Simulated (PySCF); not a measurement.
B3LYP has the VWN-RPA correlation part, as in Gaussian. 

Cartesian coordinates (Å):
```xyz
8

C     -0.9250    -0.3071     0.0317
C      0.3134     0.5512     0.0807
C      1.5137     0.0821    -0.1426
O      2.5738    -0.3390    -0.3412
H     -0.6759    -1.3390    -0.2089
H     -1.4398    -0.3019     0.9930
H     -1.6196     0.0555    -0.7266
H      0.2566     1.6070     0.3065
```
Charge 0, spin multiplicity 1.

Problem. What is the computed LUMO, HOMO and HOMO–LUMO gap (B3LYP-D3(BJ)/def2-TZVP // M06-2X/def2-TZVP run with PySCF)?

Solution. 
```
Property         Result
-------------  --------
LUMO           -1.05 eV
HOMO           -6.38 eV
HOMO–LUMO gap   5.33 eV
```
